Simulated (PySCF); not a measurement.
## Computed structure and properties of [EuCl2]+

System: [EuCl2]+ (singlet in the valence; each metal's 4f electrons, 6 of them, lie in its core potential, out of spins and levels); start: template (C2v). Method: PySCF 2.14.0, RKS PBE0, Eu lcecp-1-SVP with ECP52, Cl def2-SVP; non-relativistic Hamiltonian with scalar-relativistic core potentials where named; density fitting; no spin-orbit coupling.

Input of the relaxation:

```python
mol = gto.M(atom='''
Eu     0.00000     0.00000    -0.33918
Cl     2.41500    -0.00000     0.74162
Cl    -2.41500     0.00000     0.74162''',
    basis={'Eu': 'lcecp-1-SVP', 'Cl': 'def2-SVP'},
    ecp={'Eu': 'lcecp-1-SVP'},
    charge=1, spin=0)
mf = dft.RKS(mol, xc='PBE0')
mf.grids.atom_grid = (50, 194)  # f atoms: unpruned, at least (60, 302)
mf = mf.density_fit()  # fitting sets: Eu AutoAux, Cl def2-universal-JKFIT
mf.conv_tol = 1e-08; mf.max_cycle = 55
mf.kernel(dm0)  # dm0: converged density of the start geometry
# quasi-Newton relaxation in Cartesian coordinates to a largest gradient under 0.00045 Eh/bohr, steps kept in the point group
```

Run from Python with OMP_NUM_THREADS=2; the lines above give its settings. Where DIIS fails, smearing, a level shift and second-order steps follow.
It took 34 s on 2 threads of AMD EPYC 7R43 64-Core Processor (Zen 3), with other jobs on the host, from the converged density of the start.

Course of the relaxation:

```tsv
step	energy above end (eV)	largest force component within the symmetry (eV/Å)
0	0.7402	2.307
1	0.2470	1.260
2	0.1067	0.872
3	0.0564	0.251
4	0.0203	0.369
5	0.0072	0.251
6	0.0003	0.064
7	0.0000	0.024
8	0.0000	0.000
```

Relaxed geometry (C2v):

```xyz
3

Eu    0.0000    0.0000   -0.5443
Cl    1.9653    0.0000    0.8442
Cl   -1.9653    0.0000    0.8442
```

| contact | Å |
| --- | --- |
| Eu1–Cl2 (Cl) | 2.406 |
| Eu1–Cl3 (Cl) | 2.406 |

On the finer grid (75, 302):

| Item | Value |
| --- | --- |
| HOMO | -13.72 eV |
| LUMO | -7.95 eV |
| Dipole about the centre of mass | 6.65 D |
| Set of Mulliken populations of Eu1 outside the core potential | s 2.18, p 6.19, d 1.27, f 0.05 |
| D3(BJ) dispersion energy (not in the energies) | -0.068 eV |

| atom | Mulliken (e) | Löwdin (e) | spin (e) |
| --- | --- | --- | --- |
| Eu1 | 1.30 | 0.70 | 0.00 |
| Cl2 | -0.15 | 0.15 | 0.00 |
| Cl3 | -0.15 | 0.15 | 0.00 |

The 4f levels lie in the core potential and are missing. Their spin isn't counted.

On the grid (50, 194), as all that follows. Harmonic modes: a minimum; lowest 82 cm⁻¹ (negative: unstable), highest 392 cm⁻¹, zero-point energy 0.054 eV.

Taking off one Cl (charge -1, singlet; the rest: singlet) in vacuum, both parts rigid, costs 14.66 eV; the small basis without counterpoise inflates it. Most of it is the attraction of opposite charges; other ways to part are cheaper, and one spin state was tried for the rest.

Rigid scan of Cl along the line from its metal:

```csv
distance to Cl2 (Å),energy (eV)
2.11,1.079
2.21,0.418
2.31,0.091
2.41,0.000
2.51,0.071
2.61,0.252
2.81,0.807
3.11,1.819
3.51,3.111
4.01,4.375
```

One start shape was tried, so this needn't be the lowest isomer.

An lcecp potential fixes the number of 4f electrons, so in runs with it no electron can move into or out of that shell.
